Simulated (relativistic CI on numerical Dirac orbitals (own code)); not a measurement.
## Fe5+: resonant inelastic scattering at the L2,3 edge

Computed with this model: Dirac-Coulomb-Breit CI, separate exchange-only KLI orbitals for each configuration, model QED (radiative potential, 1s self-energy scaled to tabulated hydrogen-like ionisation energies), valence Slater integrals scaled by 0.8, Kramers-Heisenberg scattering through one core-hole configuration in a parametric crystal field; configurations [Ar] 3d3 → [He] 2s2 2p5 3s2 3p6 3d4; 300 K; core-hole width 0.4 eV; summed over polarisations. Incident energies are the highest absorption maxima for each field (at most a few, so the weaker spin-orbit partner edge can be absent), on the computed scale of the free ion. Intensities are in per cent of the strongest line above 0.02 eV; levels within 1 cm⁻¹ are merged; final levels count from the ground level, the first row holds all elastic scattering, lines under 0.4 are left out and each table stops after 24 rows. The scale of the Slater integrals is a model choice and moves the terms in proportion.

Field parameters in Wybourne normalisation: Td as Oh with Dq negative (B⁴₀ = 21Dq, B⁴₄ = √(5/14) B⁴₀). The field is a parameter set, without covalency.

S is read from ⟨S²⟩ = S(S + 1).

Td, 10Dq = -2600 cm⁻¹:

| Final level (eV) | Degeneracy | Irrep | S | 719.7 eV | 720.2 eV | 721.6 eV |
| --- | --- | --- | --- | --- | --- | --- |
| 0.000 | 4 | Γ8 | 1.50 | 766.0 | 278.9 | 296.2 |
| 0.024 | 2 | Γ7 | 1.50 | 52.9 | 19.6 | 3.8 |
| 0.096 | 4 | Γ8 | 1.50 | 52.9 | 45.5 | 12.6 |
| 0.156 | 2 | Γ6 | 1.50 | 7.7 | 9.4 | 1.8 |
| 0.322 | 2 | Γ7 | 1.50 | 10.1 | 9.2 | 3.0 |
| 0.324 | 4 | Γ8 | 1.50 | 85.3 | 100.0 | 57.9 |
| 0.368 | 2 | Γ6 | 1.50 | 7.0 | 17.8 | 1.1 |
| 0.386 | 4 | Γ8 | 1.50 | 8.2 | 15.6 | 23.6 |
| 0.687 | 4 | Γ8 | 1.50 | 7.9 | 11.1 | 11.8 |
| 2.304 | 4 | Γ8 | 0.51 | 4.0 | 3.8 | 6.0 |
| 2.395 | 2 | Γ7 | 0.50 | 3.2 | 2.8 | 2.2 |
| 2.429 | 2 | Γ6 | 1.44 | 7.2 | 35.1 | 36.2 |
| 2.442 | 2 | Γ6 | 0.59 | 1.1 | 5.0 | 1.6 |
| 2.450 | 4 | Γ8 | 1.34 | 3.9 | 25.2 | 9.8 |
| 2.458 | 4 | Γ8 | 0.72 | 3.0 | 4.0 | 7.6 |
| 2.521 | 4 | Γ8 | 0.62 | 1.3 | 1.1 | 2.0 |
| 2.536 | 2 | Γ7 | 1.50 | 1.0 | 2.2 | 1.9 |
| 2.538 | 4 | Γ8 | 1.45 | 2.0 | 3.1 | 30.9 |
| 2.595 | 2 | Γ6 | 0.51 | 0.5 | 0.5 | 0.8 |
| 3.117 | 2 | Γ6 | 0.52 | 1.1 | 2.0 | 8.5 |
| 3.144 | 4 | Γ8 | 0.54 | 3.6 | 3.7 | 7.0 |
| 3.199 | 4 | Γ8 | 0.50 | 1.8 | 1.3 | 6.0 |
| 3.256 | 2 | Γ6 | 0.50 | 0.1 | 0.2 | 0.7 |
| 3.263 | 4 | Γ8 | 0.50 | 0.8 | 1.5 | 3.2 |

Td, 10Dq = -5900 cm⁻¹:

```tsv
Final level (eV)	Degeneracy	Irrep	S	719.8 eV	721.4 eV	721.8 eV
0.000	4	Γ8	1.50	822.6	266.6	386.9
0.015	2	Γ7	1.50	38.4	22.4	6.7
0.092	4	Γ8	1.50	63.0	21.4	13.5
0.146	2	Γ6	1.50	18.5	12.9	7.2
0.657	2	Γ7	1.50	9.2	8.4	7.2
0.664	4	Γ8	1.50	48.0	60.8	100.0
0.703	2	Γ6	1.50	5.6	10.1	5.6
0.711	4	Γ8	1.50	17.4	39.3	73.7
1.422	4	Γ8	1.50	6.9	33.2	36.8
1.997	4	Γ8	0.50	16.1	32.5	19.2
2.468	2	Γ7	0.50	4.3	14.2	5.4
2.476	2	Γ6	0.50	4.3	6.4	3.4
2.497	4	Γ8	0.50	6.0	11.3	11.4
2.579	4	Γ8	0.51	3.9	11.0	5.8
2.709	2	Γ6	1.47	9.2	14.8	37.1
2.729	4	Γ8	1.45	7.2	16.8	21.6
2.817	2	Γ7	1.50	1.6	4.9	2.5
2.818	4	Γ8	1.50	2.4	23.8	50.8
2.926	2	Γ6	0.52	3.2	5.4	2.3
3.185	2	Γ6	0.53	1.9	5.1	6.8
3.230	4	Γ8	0.58	5.3	13.1	12.2
3.463	4	Γ8	0.50	4.2	10.8	4.7
3.491	2	Γ7	0.50	2.2	10.9	4.6
3.508	4	Γ8	0.50	7.2	9.2	6.1
```

Td, 10Dq = -9200 cm⁻¹:

```csv
Final level (eV),Degeneracy,Irrep,S,719.7 eV,720.2 eV,721.1 eV
0.000,4,Γ8,1.50,685.9,592.7,300.9
0.012,2,Γ7,1.50,27.3,48.4,19.9
0.089,4,Γ8,1.50,37.7,71.4,39.4
0.141,2,Γ6,1.50,22.9,40.1,12.9
1.017,2,Γ7,1.50,3.2,8.1,17.5
1.025,4,Γ8,1.50,33.7,31.9,100.0
1.063,2,Γ6,1.50,3.4,12.7,31.7
1.067,4,Γ8,1.50,19.4,25.2,36.8
1.622,4,Γ8,0.51,13.9,27.3,33.2
2.185,4,Γ8,1.49,3.7,2.7,5.6
2.474,2,Γ6,0.50,1.8,7.3,8.1
2.506,2,Γ7,0.50,1.5,7.1,8.8
2.506,4,Γ8,0.51,4.3,12.1,13.2
2.596,4,Γ8,0.52,4.7,7.5,10.6
3.011,2,Γ6,1.39,4.7,10.8,14.7
3.021,4,Γ8,1.36,2.4,12.5,28.9
3.133,2,Γ7,1.50,1.0,3.6,6.7
3.135,4,Γ8,1.50,4.7,6.7,18.8
3.211,2,Γ6,0.69,2.6,2.3,11.6
3.317,4,Γ8,0.74,3.3,6.2,12.7
3.330,2,Γ6,0.51,2.8,2.8,4.2
3.719,4,Γ8,0.50,3.4,5.0,6.0
3.744,2,Γ7,0.51,1.5,2.8,3.7
3.862,4,Γ8,0.50,2.4,5.7,9.8
```

For the first field the strongest loss at the lowest incident energy is the level at 0.32 eV (S = 1.50, against 1.50 in the thermal ground state). Levels of other spin, the first over 8 % at 3.12 eV, appear because spin-orbit coupling of the core hole, and in heavier ions of the valence shell too, mixes spins.
